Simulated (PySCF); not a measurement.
A side-by-side comparison of computed properties.

First species: C4H5FSi.
SMILES: `C1[SiH2]C(F)=CC=1`

Second species: C₃H₅BF₂.
Structure used (PBE0-D3(BJ)/def2-SVP), in Å, numbered top down from 1:
```xyz
11
C3H5BF2 angstrom
F      2.774   -0.270   -0.318
B      1.598    0.147    0.119
F      1.623    1.069    1.072
C      0.260   -0.384   -0.422
C     -0.924    0.568   -0.443
C     -0.894   -0.521    0.559
H      0.303   -1.125   -1.225
H     -1.612    0.481   -1.287
H     -0.755    1.592   -0.100
H     -0.704   -0.260    1.604
H     -1.559   -1.377    0.420
```

Levels: CAM-B3LYP/def2-SVPD for dipole moment, HOMO energy, LUMO energy, HOMO–LUMO gap, static isotropic polarisability and electronic spatial extent ⟨r²⟩ about the centre of nuclear charge; TDDFT CAM-B3LYP/def2-SVPD for lowest singlet excitation; PBE0-D3(BJ)/def2-SVP for rotational constant A and rotational constant C. Geometries: PBE0-D3(BJ)/def2-SVP. Each species is one conformer at its optimised geometry, gas phase, non-relativistic unless stated; the electronic structure was computed with PySCF and density fitting.

The conformers computed, where there is a choice (atom-mapped SMILES and torsion angles):
- `[F:1][B:2]([F:3])[CH:4]1[CH2:5][CH2:6]1`: F1–B2–C4–C5 -148°

Task: Which has the higher HOMO energy?

Result: The first: -7.99 eV against -10.36 eV, a difference of 2.37 eV.

Task: Which has the higher rotational constant C?

Result: The second: 2.129 GHz against 1.817 GHz, a difference of 0.312 GHz.

Task: Which has the higher LUMO energy?

Result: The second: 1.09 eV against -0.53 eV, a difference of 1.62 eV.

Task: Which of the two has the higher static isotropic polarisability, and by how much?

Result: The first: 70.1 au against 47.0 au, a difference of 23.1 au.

Task: Which has the higher HOMO–LUMO gap?

Result: The second: 11.45 eV against 7.46 eV, a difference of 3.99 eV.

Task: Which has the higher rotational constant A?

Result: The second: 6.976 GHz against 4.823 GHz, a difference of 2.153 GHz.

Task: Which has the higher dipole moment?

Result: The second: 2.13 D against 1.56 D, a difference of 0.57 D.

Task: Which has the higher S1 energy?

Result: The second: 8.03 eV against 4.29 eV, a difference of 3.74 eV.

On the first: No computed singlet falls in the visible range (750 to 380 nm, 1.65 to 3.26 eV); S1 lies 1.03 eV above its blue end. In atomic units the dipole is 0.61 e·bohr (1 au = 2.5417 D).

On the second: No computed singlet falls in the visible range (750 to 380 nm, 1.65 to 3.26 eV); S1 lies 4.77 eV above its blue end. The polarisability is 6.97 Å³ as a volume (1 au = 0.148185 Å³), or 1.02 au for each of the 46 electrons.
